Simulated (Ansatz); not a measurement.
Program: Ansatz. Geometries: PBE0-D4/def2-TZVP. ΔE: electronic, gas phase. CBS: MP2 limit from def2 TZ/QZ plus the TZ coupled-cluster correction, frozen cores. This one scheme is used for every species. DFT in def2-TZVPP. Each species was taken in one conformer, which may not be the lowest.

Reaction (formal hydrolysis of the Si–F bond): `O[SiH](F)N[SiH2]F` + H₂O → `O[SiH2]N[SiH](O)F` + H–F

`O[SiH](F)N[SiH2]F`:

```xyz
11

O     0.690   -0.310   -2.422
Si   -0.431   -0.342   -1.239
F    -1.302   -1.620   -1.594
N     0.265   -0.487    0.319
Si   -0.038    0.459    1.713
F     1.020    1.654    1.849
H     1.406    0.322   -2.343
H    -1.318    0.836   -1.222
H     0.958   -1.217    0.425
H     0.122   -0.374    2.924
H    -1.373    1.079    1.590
```

H₂O:

Cartesian coordinates in Å:
```
O 0.335 0.193 0.044
H -0.191 0.110 -0.754
H -0.144 -0.303 0.711
```

`O[SiH2]N[SiH](O)F`:

```xyz
12

O    -1.688    0.044    1.932
Si   -0.110    0.413    1.659
N     0.276    0.567   -0.018
Si    0.269   -0.625   -1.229
O     1.484   -0.279   -2.261
F    -1.084   -0.632   -2.083
H    -2.355    0.607    1.535
H     0.269    1.716    2.266
H     0.617   -0.716    2.274
H     0.533    1.497   -0.320
H     0.357   -1.959   -0.606
H     1.431   -0.632   -3.150
```

H–F:

```xyz
2

F     0.293    0.313    0.167
H    -0.293   -0.313   -0.167
```

```csv
level,ΔE (kJ/mol)
ωB97M-V,43.8
r2SCAN,45.4
```

(1) What does CCSD(T)/CBS give? (Estimate.)

Largest T1 diagnostic among the species: 0.012.

Results:

(1) The calculation gave: +44.1 kJ/mol. The listed levels differ from it by -0.3, 1.3 kJ/mol.

The D4 term adds −3.4 kJ/mol with B3LYP and −1.9 kJ/mol with PBE0; it sums over pairs of atoms, weighted by their polarisabilities, and B3LYP, whose exchange is more repulsive, gets the larger term. In def2-TZVPP, CCSD(T) changes the Hartree–Fock value by −6.9 kJ/mol (the triples alone add −1.1 kJ/mol) and MP2 by −8.7 kJ/mol.

B3LYP here is the variant with VWN-RPA as its local correlation; programs differ in this.
